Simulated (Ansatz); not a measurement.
(CuF)n: r2SCAN-D4/def2-TZVP single points in Ansatz on relaxed structures, gas phase. Each cluster is the lowest isomer that a short search found in that spin, judged at the geometry's level, and lower ones may exist. Binding counts from free atoms in the multiplicity of their measured ground term, without zero-point energy. Singlets are spin-restricted. The structures are stationary points that may keep the symmetry of their start. Remarks come from the PBE and PBE0 runs and from stability tests at other levels; not every state was tested. HOMO above LUMO (over both spins in singlets and doublets, within one spin in higher multiplets; at PBE or PBE0), or a gap under 0.15 eV within one spin, warns that the state may not be the lowest or that an electron is smeared out.

Task: Estimate the order by gap (eV), lowest first.
A. (CuF)2 ring (Cu2F2) (singlet)
B. Cu2F2 (singlet)
C. Cu3F3 (singlet)

Result: B (1.62), A (1.85), C (2.86).

In full:

| species | atoms | state | geometry | HOMO (eV) | LUMO (eV) | gap (eV) | vertical IE (eV) | binding per atom (eV) | lowest of the spins relaxed | point group (within 0.1 Å) | remarks |
| --- | --- | --- | --- | --- | --- | --- | --- | --- | --- | --- | --- |
| (CuF)2 ring (Cu2F2) | 4 | singlet | PBE0-D4/def2-SVP | -4.89 | -3.05 | 1.85 | 8.53 | 2.58 | – | D2h | – |
| Cu2F2 | 4 | singlet | PBE-D4/def2-SVP | -6.00 | -4.38 | 1.62 | 9.37 | 2.61 | singlet, of singlet/triplet/quintet | Cs | gap within one spin near zero at PBE or PBE0 (+1 doublet) |
| Cu3F3 | 6 | singlet | r2SCAN-D4/def2-SVP | -5.71 | -2.85 | 2.86 | 8.84 | 3.07 | singlet, of singlet/triplet/quintet | D3h | gap within one spin near zero at PBE or PBE0 (+1 doublet), gap within one spin near zero at PBE or PBE0 (triplet) |

The gap (eV) runs from 1.62 (Cu2F2) to 2.86 (Cu3F3). The vertical IE (eV) runs from 8.53 ((CuF)2 ring) to 9.37 (Cu2F2). The binding per atom (eV) runs from 2.58 ((CuF)2 ring) to 3.07 (Cu3F3).
